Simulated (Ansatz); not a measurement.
Geometry optimisation, UKS revPBE/def2-SVP in Ansatz 0.2.0.

Input:

```yaml
crystal:
  periodic: [false, false, false]
  atoms:
    - { symbol: Ga, position_ang: [-0.57917, -0.70891, 0.58996] }
    - { symbol: Te, position_ang: [0.81216, 1.04622, -0.81962] }
    - { symbol: H, position_ang: [0.45853, -1.98956, 1.37339] }
    - { symbol: H, position_ang: [2.08873, 0.15369, -0.26542] }
magnetization:
  spin_polarized: true
  initial_magnetization: 1
basis:
  gaussian: { orbitals: def2-SVP }
hamiltonian:
  xc: revpbe
relax:
  f_tol: 0.015
  max_steps: 40
output:
  orbitals: {}
```

Run as:

```bash
$ ansatz run input.yaml --threads 1 --pin off --max-ram 2048MiB --backend cpu --events-out ev --progress --plain --runs-dir out
```

Question: Where does it end, and by what steps?

Answer: It converged. After 5 steps the energy has fallen by 0.182 eV; H4 moved furthest, 0.21 Å.

```
step  energy less start (eV)  largest force component (eV/Å)  accepted
   0                  0.0000                           0.892       yes
   1                 -0.1488                           0.495       yes
   2                 -0.1676                           0.282       yes
   3                 -0.1808                           0.066       yes
   4                 -0.1815                           0.023       yes
   5                 -0.1820                           0.012       yes
```

```xyz
4
Properties=species:S:1:pos:R:3
Ga -0.539 -0.791 0.625
Te 0.771 0.988 -0.759
H 0.309 -1.954 1.376
H 2.239 0.258 -0.364
```

Whether the end is a true minimum wasn't checked by a vibrational analysis.

The run took 18 s on 1 thread of Arm Neoverse V1, on a shared host, peak memory 0.14 GiB.
